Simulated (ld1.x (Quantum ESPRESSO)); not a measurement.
**Which change was made? (Rh, TM)**

ld1.x (Quantum ESPRESSO) 7.5 input, shortened:

```
&input
   title='Rh', zed=45., rel=1, dft='PBE', iswitch=3,
   config='[Kr] 4d7.5 5s0 5p0'
 /
 &inputp
   pseudotype=2, tm=.true., lloc=-2, rcloc=2.50,
   nlcc=.false.
 /
3
5S  1  0   0.00   0.00  1.80  1.80  0.0
5P  2  1   0.00   0.00  2.50  2.50  0.0
4D  3  2   7.50   0.00  1.20  1.20  0.0
 &test
   configts(1)='4d7.5 5s0 5p0'
 /
```

Cutoffs, loose and tight: the cutoffs (Ry, on a coarse ladder) from which the occupation-weighted sum of valence levels, in a spherical-Bessel basis at the reference potential, stays within 10 and 1 mRy of its value at 400 Ry. They do not see the model core or the augmentation charge, which bear on the density cutoff. Test errors are all-electron minus pseudo excitation energies from the reference, over the configurations 4d8 5s1 5p0; 4d8 5s0 5p0; 4d7 5s0 5p0; 4d8 5s0 5p1; 4d7 5s2 5p0; 4d6 5s0 5p0; 4d9 5s0 5p0; variants that change the core or the reference have their own tests.

The base gives: outcome: generated; cutoff, loose: 70 Ry; cutoff, tight: 90 Ry; bound ghosts: none; largest test error (meV): -242.

Problem. After one change the result is: outcome: generated; cutoff, loose: 70 Ry; cutoff, tight: 90 Ry; bound ghosts: p; largest test error (meV): -242. Which change was it?
A. core [Ar] 3d10 4s2, valence charge 15; reference 4p6 4d7 5s0 5p0; waves now 4p (bound): rc 1.35 bohr; 4d (bound): rc 1.80 bohr; 5s (bound): rc 2.45 bohr; local potential the s channel; core correction a·sin(br)/r model core inside 1.00 bohr
B. wave 4d (bound): rc 1.20 bohr becomes 4d (bound): rc 1.54 bohr
C. wave 5p (bound): rc 2.50 bohr becomes 5p (bound): rc 1.82 bohr

Solution. C. The others give: core [Ar] 3d10 4s2, valence charge 15; reference 4p6 4d7 5s0 5p0; waves now 4p (bound): rc 1.35 bohr; 4d (bound): rc 1.80 bohr; 5s (bound): rc 2.45 bohr; local potential the s channel; core correction a·sin(br)/r model core inside 1.00 bohr → outcome: generated; cutoff, loose: 70 Ry; cutoff, tight: 120 Ry; bound ghosts: none; largest test error (meV): -616 | wave 4d (bound): rc 1.20 bohr becomes 4d (bound): rc 1.54 bohr → outcome: generated; cutoff, loose: 60 Ry; cutoff, tight: 70 Ry; bound ghosts: none; largest test error (meV): -241.
